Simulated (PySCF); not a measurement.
# Molecular orbitals of SiGe⁺

TPSS at R = 2.355 Å; basis Si def2-SVP, Ge def2-SVP; no relativity; PySCF 2.14. State: ⁴Σ⁻ (quartet), unpaired electrons σ ↑, π ↑↑. Only the outer orbitals are listed, counted within each symmetry.

```csv
spin,orbital,occ.,ε (eV),on Si (%),main shells (%)
α,10σ,1,-20.50,42,"53 Ge s, 36 Si s"
α,11σ,1,-16.69,56,"54 Si s, 39 Ge s"
α,12σ,1,-12.29,52,"46 Si p, 42 Ge p"
α,5π,1,-11.91,52,"51 Si p, 46 Ge p"
α,5π,1,-11.91,52,"51 Si p, 46 Ge p"
α,6π,0,-9.23,47,"52 Ge p, 47 Si p"
α,6π,0,-9.23,47,"52 Ge p, 47 Si p"
α,13σ,0,-5.80,50,"49 Ge p, 45 Si p"
β,10σ,1,-18.83,39,"56 Ge s, 33 Si s"
β,11σ,1,-14.97,58,"57 Si s, 36 Ge s"
β,12σ,0,-10.58,52,"44 Si p, 42 Ge p"
β,5π,0,-10.29,48,"51 Ge p, 47 Si p"
β,5π,0,-10.29,48,"51 Ge p, 47 Si p"
```

**Question.** Which are the highest filled and the lowest empty level, where do they sit, and how wide is the gap?

**Answer.** Highest filled α 5π at -11.91 eV (in %: 51 Si p, 46 Ge p); lowest empty β 12σ at -10.58 eV (in %: 44 Si p, 42 Ge p); the gap at TPSS is 1.33 eV.

| Quantity | Value |
| --- | --- |
| bond order (Mayer) | 1.77 |
| ⟨S²⟩ | 3.751 |
| charge on Si (Mulliken, basis-dependent) | 0.48 |
| charge on Si (Löwdin, basis-dependent) | 0.53 |
| dipole moment (positive dipole points towards Ge; it is taken about the centre of mass and depends on that origin) | -2.11 D |

Spin–orbit coupling is left out. The state was picked by a PBE0 search and need not be the measured ground state.
